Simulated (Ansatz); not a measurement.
BH3O2 (SMILES OBO) moved off its minimum; all values from Ansatz (a quantum-chemistry and plane-wave program), cores frozen in correlated methods.
(charge 0, multiplicity 1)
```xyz
6

B     -0.3488    -0.2731    -0.2025
H     -1.1370    -0.9872    -0.7901
O     -0.3046     1.0317    -0.6080
H      0.3865     1.5619    -0.1130
O      0.5323    -0.7091     0.7387
H      0.4011    -1.7002     0.9178
```

### Question
Give the forces (eV/Å), the total energy and the dipole at CCSD(T)/cc-pVTZ.

### Answer

```json
[
 {"atom": "B1", "Fx": "-0.206", "Fy": "0.192", "Fz": "-0.859"},
 {"atom": "H2", "Fx": "0.256", "Fy": "0.199", "Fz": "0.411"},
 {"atom": "O3", "Fx": "1.050", "Fy": "0.880", "Fz": "0.921"},
 {"atom": "H4", "Fx": "-1.201", "Fy": "-1.043", "Fz": "-0.819"},
 {"atom": "O5", "Fx": "-0.242", "Fy": "-2.611", "Fz": "0.742"},
 {"atom": "H6", "Fx": "0.342", "Fy": "2.383", "Fz": "-0.395"}
]
```
Energy -176.9515 hartree, dipole 1.61 D.
